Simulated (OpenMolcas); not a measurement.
**Computed transition rates of Os VII**

```json
{
  "Program": "OpenMolcas",
  "Method": "SS-RASPT2, IPEA 0.25 Eh, imaginary shift 0.1 Eh (closed shells correlated: 5s)",
  "Basis": "ANO-RCC-VQZP [9s8p6d4f3g2h]",
  "Scalar Hamiltonian": "DKH2, point nucleus",
  "Active space": "8 electrons in 8 orbitals (RAS1 5p, at most 2 holes; RAS2 5d)",
  "State averaging": "2S+1 = 3 even, 10 roots; 2S+1 = 1 even, 15 roots",
  "Spin-orbit coupling": "RASSI with atomic mean-field integrals over the reference wave functions, term energies averaged over their components"
}
```

Rates come from the transition moments of the reference wave functions (E1 and E2 in the length form). At fixed line strength A goes as λ^-3 for E1 and M1 and as λ^-5 for E2, so a rate at the computed wavelength can be rescaled to the measured one. Measured vacuum wavelengths follow from level energies in van het Hof, Joshi, Wyart and Sugar, J. Res. Natl. Inst. Stand. Technol. 100, 687 (1995). Branching counts decays inside the model space alone, at computed energies, and the table is only a selection of the E2 and M1 lines, drawn from those between levels with measured partners whose computed energy lies within a factor of 1.5 of the measured one.

```
         Upper           Lower  Type  λ computed (nm)  λ measured (nm)  A computed (s-1)  A rescaled (s-1)  Branching %
       5d2 1S0         5d2 3P1    M1            280.3            280.8          2.30e+02                           86.7
       5d2 1G4         5d2 3F3    M1            465.2              477          3.34e+01                           73.6
       5d2 3F3         5d2 3F2    M1            949.9            970.1          2.62e+01          2.46e+01        100.0
5d2 3P2 [59 %]         5d2 3F3    M1            427.9            438.2          1.14e+01                           21.3
5d2 3P2 [59 %]         5d2 3P1    M1            915.7            906.7          1.04e+01          1.07e+01         19.5
       5d2 1S0         5d2 3F2    E2            170.5            173.3          8.96e+00                            3.4
       5d2 3P1         5d2 3P0    M1             1551             1597          4.39e+00          4.02e+00         59.9
       5d2 1S0  5d2 3P2 [59 %]    E2            403.9            406.8          3.65e+00                            1.4
       5d2 3P1         5d2 3F2    M1            435.2            452.5          2.26e+00                           30.8
5d2 3P2 [59 %]         5d2 3F2    M1              295            301.9          1.23e+00                            2.3
       5d2 3P0         5d2 3F2    E2              605            631.4          4.27e-01          3.45e-01        100.0
       5d2 3P1         5d2 3F2    E2            435.2            452.5          3.69e-01          3.04e-01          5.0
       5d2 3P1         5d2 3F3    E2            803.3            848.2          5.32e-02          4.05e-02          0.7
```

Spin-changing lines and M1 lines between different terms are not rescaled, since their strength hangs on the term gaps too.

The largest correction is for 5d2 3P1 → 5d2 3F3 (E2): 5.32e-02 × (803.3 / 848.2)^5 = 4.05e-02 s-1, a factor of 0.76.

The computed rate and branching of 5d2 3P0 → 5d2 3F2 give the upper level a radiative lifetime of 1.000 / 4.27e-01 s-1 = 2.34e+00 s, counting decays inside the model space alone. The rescaled rate gives about 2.9e+00 s.

These are rates of the free ion; in crystals, glasses and complexes forced electric-dipole and non-radiative decay shorten such lifetimes by orders of magnitude. No measured rate stands beside these. Rescaling mends the energy factor alone: line strengths can still be far off where a level mixes with configurations outside the active space, and weak or spin-changing lines hang on small mixing coefficients that depend on the term gaps too, so rescaling need not improve them.

CASPT2 breaks the degeneracy within a term, and the mean is taken; among the terms shown or strongly mixed into the levels shown the widest spread is 400 cm-1 (5d2 1G). Active for correlation alone: 5p; no level in the range computed is led by a configuration that opens it, so any true level of that kind is missing. Computed and measured levels are paired by configuration, term and J; levels that our copy of the source lacks, or whose pairing is in doubt (as where it misses far off the trend of its configuration), stay unpaired. Only configurations of the active space appear.

A share in square brackets marks a mixed level and gives the weight of the term that names it.
